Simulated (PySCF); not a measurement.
Electric field gradients and quadrupole coupling constants

C₅H₈F₃OP.
Structure used (PBE0-D3(BJ)/def2-SVP), in Å, numbered top down from 1:
```
atom  x, y, z in Å
O1    -0.3195    2.4871    1.4670
P2    -0.2574    1.5053    0.3461
C3    -1.7558    0.5389   -0.0658
C4    -1.2460   -0.8260   -0.5178
C5    -0.1144   -1.2139    0.4389
C6     0.8196   -0.0047    0.5984
C7     1.9954   -0.0412   -0.3440
F8     2.7691   -1.1087   -0.1280
F9     2.7593    1.0448   -0.2109
F10    1.6019   -0.0982   -1.6271
H11    0.1866    2.0214   -0.9077
H12   -2.3904    1.0575   -0.7985
H13   -2.3202    0.4681    0.8797
H14   -2.0472   -1.5802   -0.5251
H15   -0.8558   -0.7636   -1.5464
H16    0.4372   -2.1029    0.0988
H17   -0.5379   -1.4630    1.4243
H18    1.2332    0.0873    1.6139
```

Field gradients from the PBE0/pcSseg-1 density (PySCF, non-relativistic), principal values in atomic units, ordered |Vxx| ≤ |Vyy| ≤ |Vzz|:

```json
{"atom": "O1", "Vxx": "-0.4473", "Vyy": "-0.5587", "Vzz": "1.0060"}
```

Task: Find the asymmetry η = (Vxx − Vyy)/Vzz and the couplings χ = eQV/h (234.96 MHz × Q in barn × V in au), with Q(17O) = −0.0256 b.

Result: 
| atom | environment | nucleus | η | χzz (MHz) | χxx (MHz) | χyy (MHz) |
| --- | --- | --- | --- | --- | --- | --- |
| O1 | phosphoryl oxygen | 17O | 0.11 | -6.05 | 2.69 | 3.36 |

The tensor is traceless: Vxx + Vyy + Vzz = 0.

Task: What is Vzz at O1 in SI units (1 au = 9.71736 × 10²¹ V/m²)?

Result: 1.0060 au = 9.776 × 10²¹ V/m².

Task: What couplings would deuterons (Q(2H) = 0.00286 b) have in place of the hydrogens, at this geometry?

Result: 
```csv
atom,bonded to,bond length (Å),Vzz (au),η,χzz (kHz)
H11,P2,1.427,0.1548,0.02,104
H12,C3,1.099,0.2939,0.01,198
H13,C3,1.103,0.2834,0.01,190
H14,C4,1.100,0.2897,0.01,195
H15,C4,1.102,0.2814,0.01,189
H16,C5,1.100,0.2859,0.03,192
H17,C5,1.101,0.2847,0.02,191
H18,C6,1.100,0.2824,0.06,190
```

Isolated species at its PBE0-D3(BJ)/def2-SVP geometry (one conformer only). The small basis limits the accuracy of the gradients.
